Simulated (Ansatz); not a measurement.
```yaml
crystal:
  periodic: [false, false, false]
  atoms:
    - {symbol: O, position_ang: [-0.267451, 0.781788, -0.563519]}
    - {symbol: Sn, position_ang: [-0.086508, -1.076525, 0.362126]}
    - {symbol: F, position_ang: [1.831221, -0.608453, 0.867123]}
    - {symbol: H, position_ang: [-1.201094, 0.880914, -0.853894]}
basis:
  gaussian: {orbitals: x2c-TZVPPall}
total_charge: 1
magnetization: {spin_polarized: true, initial_magnetization: 1}
hamiltonian: {xc: {name: wPBEh}}
relax: {f_tol: 0.001, max_steps: 2}
```

```sh
$ ansatz run in.yaml --threads 4 --pin off --events-out ev --progress --plain --max-ram 10444MiB
```

Task: How does Ansatz answer? (Best estimate.)

Result: Computed: The calculation stopped without meeting its thresholds.
```
Functional definition: wPBEh
1034 factors; their error is unknown
64 factors; integrals over basis functions are off by at most 2.9e-7 eV
mean field evaluation 1: about -172808.4452 eV, gradient 8.9e1 eV
mean field evaluation 2: about -172525.4537 eV, gradient 2.4e2 eV
mean field evaluation 4: about -172823.9499 eV, gradient 5.8e1 eV
mean field evaluation 8: about -172836.9766 eV, gradient 8.8e-1 eV
mean field evaluation 16: about -172837.4201 eV, gradient 1.3e-2 eV
mean field evaluation 32: about -172837.4202 eV, gradient 2.0e-5 eV
mean field -172837.42016651 eV, -6351.6580377080 hartree, gradient 2.0e-5 eV, S^2 0.768115; 2 other end points of the search recorded, 0 dependent functions left out
reference -172837.42019389 eV, -6351.6580387145 hartree; 34, 33 occupied and 102, 103 virtual orbitals, 1034 factors
relax step   1: F+E_penalty+E_count = -172837.42016651 eV  Δ(F+E_penalty+E_count) = +0.000e0 eV  max|allowed force component| = 3.189e0 eV/Å  Δτ_max = 0.0000 Å  (86 SCF iters, accepted)
1034 factors; their error is unknown
64 factors; integrals over basis functions are off by at most 2.9e-7 eV
mean field -172837.91240451 eV, -6351.6761271209 hartree, gradient 2.5e-5 eV, S^2 0.763992; 0 other end points of the search recorded, 0 dependent functions left out
reference -172837.91243215 eV, -6351.6761281368 hartree; 34, 33 occupied and 102, 103 virtual orbitals, 1034 factors
relax step   2: F+E_penalty+E_count = -172837.91240451 eV  Δ(F+E_penalty+E_count) = -4.922e-1 eV  max|allowed force component| = 8.669e-1 eV/Å  Δτ_max = 0.1940 Å  (50 SCF iters, accepted)
Error: geometry relaxation did not converge after 2 steps: max|allowed force component| = 8.67e-1 eV/Å (threshold 1.0e-3). Raise `relax.max_steps` over both its present limit and 2, loosen `relax.f_tol`, or start from a geometry closer to equilibrium. Where this run's directory can be resumed (`checkpoint.write`), a resume goes on for up to `relax.max_steps` more
```
